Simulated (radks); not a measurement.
The manganese ion Mn2+, configuration [Ar] 3d3 4d2 (not the ground configuration). Method: scalar-relativistic Kohn-Sham, LDA (Slater exchange, Perdew-Wang correlation), spin-unpolarised, spherical densities, finite nucleus; Fermi nuclear charge, rms radius 3.7057 fm; computed with a radial shooting solver on a logarithmic mesh with Libxc functionals. Some entries of the table are withheld. Estimate them.

orbital,occ.,eigenvalue (eV),r(max) (bohr)
1s,2,-6455.917,0.03995
2s,2,(1),(2)
2p,6,-671.9771,0.1884
3s,2,-124.6226,(3)
3p,6,-93.1952,0.7422
3d,3,-43.7873,0.7171
4d,2,(4),(5)

Answer. 
(1) 2s eigenvalue (eV): -784.4999
(2) 2s r(max) (bohr): 0.2330
(3) 3s r(max) (bohr): 0.7310
(4) 4d eigenvalue (eV): -11.7810
(5) 4d r(max) (bohr): 3.183
